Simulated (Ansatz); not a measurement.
Reaction (atomization): `F[SiH2][GaH2]` → F• + Ga• + 4 H• + Si•

Program: Ansatz. Geometries: PBE0-D4/def2-TZVP. ΔE: electronic, gas phase. CCSD(T)/CBS is the MP2 limit (def2-TZVPP, def2-QZVPP) plus CCSD(T) − MP2 in def2-TZVPP, frozen cores. This one scheme is used for every species, atoms too. Functionals use def2-TZVPP. No spin–orbit coupling; open shells (•) take unrestricted orbitals. Spin–orbit coupling would lower the free atoms: a little for F, Si; clearly for Ga. Bonds to Ga are less sure, by a few kJ/mol each and by 10 to 20 or more in all where they break to atoms, as the def2 sets lack core-valence functions. Scalar relativity is left out up to krypton.

(1) What is ΔE at CCSD(T)/CBS? (Estimate.)

(2) What do these levels give: ωB97X-V, PBE-QIDH, r2SCAN, PBE0, CAM-B3LYP, CCSD/def2-SVP? (Estimate.)

Largest T1 diagnostic among the species: 0.013.

Answers

(1) Ansatz gave: +1967.8 kJ/mol.

(2) Computed: ωB97X-V 1973.0, PBE-QIDH 1929.5, r2SCAN 1954.7, PBE0 1906.2, CAM-B3LYP 1949.0, CCSD/def2-SVP 1802.4 kJ/mol.

At CCSD(T), def2-SVP lies −153.7 kJ/mol from the extrapolated value and def2-TZVPP −43.9 kJ/mol: correlation converges slowly with the basis, and small sets miss more of it in the bonded molecule than in its fragments. From PBE to PBE0 (25 % exact exchange), in def2-TZVPP and without D4, ΔE moves by −11.5 kJ/mol: exact exchange takes away binding that semilocal exchange gives to molecules.

For atomizations the MP2-based limit and the directly extrapolated one differ by several kJ/mol either way, and by 10 to 25 for some Ge, Se and Sn compounds, so smaller differences from it don't rank the levels.
